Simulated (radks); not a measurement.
Problem. All-electron atom: Ge2+ in [Ar] 3d10 4s2. Calculated with a radial shooting solver on a logarithmic mesh with Libxc functionals: non-relativistic Kohn-Sham, PBE, spin-polarised, spherical densities, point nucleus. Some entries of the table are withheld. Estimate them.

| orbital | occ. | eigenvalue (Ry) | r(max) (bohr) | <1/r> (bohr^-1) |
|---|---|---|---|---|
| 1s | 2 | -795.4966 | 0.03158 | 31.50 |
| 2s | 2 | -99.73857 | 0.1795 | 6.920 |
| 2p | 6 | -88.95612 | 0.1427 | 6.891 |
| 3s | 2 | -13.43907 | (1) | 2.232 |
| 3p | 6 | -9.86859 | 0.5471 | 2.109 |
| 3d | 10 | -3.67374 | 0.5026 | 1.792 |
| 4s | 2 | -2.11559 | 1.698 | (2) |

Solution. 
(1) 3s r(max) (bohr): 0.5516
(2) 4s <1/r> (bohr^-1): 0.6629
